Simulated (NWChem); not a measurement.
# C$_{3}$H$_{5}$NOSi; SMILES C1(C=O)[SiH2]CN=1

```xyz
11

O     -0.4523     2.5734     0.0000
C      0.4765     1.8078     0.0000
C      0.3126     0.3353     0.0000
N      1.3318    -0.4560     0.0000
C      0.7326    -1.8077     0.0000
Si    -1.0137    -1.0094     0.0000
H      1.5432     2.1489     0.0000
H      1.0547    -2.3788     0.8863
H      1.0547    -2.3788    -0.8863
H     -1.8621    -1.1573     1.2193
H     -1.8621    -1.1573    -1.2193
```
Atoms are numbered in this order, from 1.

Results from NWChem. Pople sets run with spherical d functions. All runs use the structure optimised with PBE0/def2-SVP. Static field.

```json
[
 {"level": "B3LYP/6-31G*", "basis functions": "98", "isotropic polarisability (bohr³)": "60.1", "anisotropy (bohr³)": "29.9"},
 {"level": "B3LYP/6-31+G*", "basis functions": "122", "isotropic polarisability (bohr³)": "69.1", "anisotropy (bohr³)": "31.1"},
 {"level": "B3LYP/def2-SVP", "basis functions": "113", "isotropic polarisability (bohr³)": "62.5", "anisotropy (bohr³)": "27.6"},
 {"level": "B3LYP/def2-SVPD", "basis functions": "167", "isotropic polarisability (bohr³)": "72.5", "anisotropy (bohr³)": "30.9"}
]
```
